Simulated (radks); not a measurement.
Problem. A nucleus of charge 76.8 with 77 electrons, configuration [Xe] 4f14 5d7 6s2. All-electron calculation, Dirac Kohn-Sham, PBE, spin-unpolarised, spherical densities, finite nucleus; open shells fill j = l - 1/2 first; Fermi nuclear charge, rms radius 5.4032 fm. Program: a radial shooting solver on a logarithmic mesh with Libxc functionals.

Spin-orbit splittings of the eigenvalues, e(l+1/2) - e(l-1/2), with zeta = 2 splitting/(2l+1) and mean radii in bohr:

| shell | occ. | splitting (eV) | zeta (eV) | <r> j=l-1/2 | <r> j=l+1/2 |
|---|---|---|---|---|---|
| 2p | 6 | 1608 | 1072 | 0.06040 | 0.06868 |
| 3p | 6 | ? | ? | 0.1808 | 0.1960 |
| 3d | 10 | 76.06 | 30.42 | 0.1711 | 0.1757 |
| 4p | 6 | 83.07 | 55.38 | 0.4285 | 0.4621 |
| 4d | 10 | 15.42 | 6.166 | 0.4740 | 0.4853 |
| 4f | 14 | 3.054 | 0.8726 | 0.5356 | 0.5434 |
| 5p | 6 | 13.27 | 8.844 | 1.073 | 1.173 |
| 5d | 7 | 1.155 | 0.4620 | 1.721 | 1.810 |

Estimate the 3p splitting.

Solution. 351.8 eV (zeta = 234.5 eV).
